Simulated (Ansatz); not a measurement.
Cost and result for the atomization energy of BrF$_{2}$HOSi, SMILES `O[Si](F)(F)Br` (6 atoms, 5 bonds).

```xyz
6

O     0.189   -1.288   -0.032
Si   -0.072    0.300   -0.046
F    -0.948    0.751    1.185
F     1.279    1.107    0.071
Br   -1.080    0.817   -1.896
H     0.632   -1.687    0.719
```

Total charge 0; spin multiplicity 1. Correlated methods include outer-core shells of Br, which these sets cover unevenly. Scalar relativity is left out up to krypton. The structure was optimised at the PBE0-D4/def2-TZVP level. It is one conformer, not always the lowest. Program: Ansatz. All runs use 4 threads of an Arm Neoverse V1 on a shared host. Times are those of one run each, without the atoms' runs, and a repeat can differ threefold. Electronic energies, without spin–orbit coupling; frozen cores. CCSD(T)/CBS adds CCSD(T) − MP2 in def2-TZVPP to the MP2 limit, and its time is that of the two runs behind it. T1 = 0.010. With those shells the extrapolation isn't a true limit. B3LYP takes the VWN-RPA correlation (the form of Gaussian; ORCA's B3LYP/G).

CCSD(T)/CBS is a level of theory with its own doubt, some kJ/mol a heavy atom from the limit and from the frozen cores, so smaller differences don't rank the functionals.

| level | functions | wall time |
| --- | --- | --- |
| PBE-D4/def2-TZVPP (with forces) | 197 | 1.9 s |
| CAM-B3LYP-D4/def2-TZVPP | 197 | 2.7 s |
| BHLYP-D4/def2-TZVPP | 197 | 2.7 s |
| B3LYP-D4/def2-TZVPP (with forces) | 197 | 3.8 s |
| B2PLYP/def2-TZVPP | 197 | 4.2 s |
| r2SCANh-D4/def2-TZVPP | 197 | 4.4 s |
| PBE-QIDH/def2-TZVPP | 197 | 4.4 s |
| CCSD(T)/def2-SVP | 97 | 4.7 s |
| B97M-V/def2-TZVPP | 197 | 6.5 s |
| ωB97M-V/def2-TZVPP (with forces) | 197 | 9 s |
| MP2/def2-QZVPP | 360 | 14 s |
| CCSD(T)/def2-TZVPP | 197 | 110 s |
| CCSD(T)/CBS(def2) | – | 2 min |

**Question.** What atomization energy does each give, and how far from CCSD(T)/CBS? (Best estimate.)

**Answer.** Computed: 
```json
{"level": "PBE-D4/def2-TZVPP (with forces)", "atomization (kJ/mol)": "2497.3", "difference from CCSD(T)/CBS": "0.2", "per bond": "0.0"}
{"level": "CAM-B3LYP-D4/def2-TZVPP", "atomization (kJ/mol)": "2463.1", "difference from CCSD(T)/CBS": "-34.0", "per bond": "-6.8"}
{"level": "BHLYP-D4/def2-TZVPP", "atomization (kJ/mol)": "2339.8", "difference from CCSD(T)/CBS": "-157.3", "per bond": "-31.5"}
{"level": "B3LYP-D4/def2-TZVPP (with forces)", "atomization (kJ/mol)": "2430.0", "difference from CCSD(T)/CBS": "-67.1", "per bond": "-13.4"}
{"level": "B2PLYP/def2-TZVPP", "atomization (kJ/mol)": "2433.8", "difference from CCSD(T)/CBS": "-63.3", "per bond": "-12.7"}
{"level": "r2SCANh-D4/def2-TZVPP", "atomization (kJ/mol)": "2450.9", "difference from CCSD(T)/CBS": "-46.2", "per bond": "-9.2"}
{"level": "PBE-QIDH/def2-TZVPP", "atomization (kJ/mol)": "2441.1", "difference from CCSD(T)/CBS": "-56.0", "per bond": "-11.2"}
{"level": "CCSD(T)/def2-SVP", "atomization (kJ/mol)": "2229.1", "difference from CCSD(T)/CBS": "-268.0", "per bond": "-53.6"}
{"level": "B97M-V/def2-TZVPP", "atomization (kJ/mol)": "2465.0", "difference from CCSD(T)/CBS": "-32.1", "per bond": "-6.4"}
{"level": "ωB97M-V/def2-TZVPP (with forces)", "atomization (kJ/mol)": "2468.0", "difference from CCSD(T)/CBS": "-29.1", "per bond": "-5.8"}
{"level": "MP2/def2-QZVPP", "atomization (kJ/mol)": "2582.4", "difference from CCSD(T)/CBS": "85.3", "per bond": "17.1"}
{"level": "CCSD(T)/def2-TZVPP", "atomization (kJ/mol)": "2403.9", "difference from CCSD(T)/CBS": "-93.2", "per bond": "-18.6"}
{"level": "CCSD(T)/CBS(def2)", "atomization (kJ/mol)": "2497.1", "difference from CCSD(T)/CBS": "0.0", "per bond": "0.0"}
```

Leaving LDA and LC-ωPBE aside and taking each functional with its dispersion term where it has one, the values spread over 157.5 kJ/mol, from BHLYP-D4 to PBE-D4. LDA lies +374.3 kJ/mol from PBE without D4, its usual overbinding. From BLYP to BHLYP (50 % exact exchange), in def2-TZVPP and without D4, the atomization energy moves by −90.2 kJ/mol: exact exchange takes away binding that semilocal exchange gives to molecules. The D4 term adds +25.1 kJ/mol with B3LYP and +12.8 kJ/mol with PBE0; it sums over pairs of atoms, weighted by their polarisabilities, and B3LYP, whose exchange is more repulsive, gets the larger term.
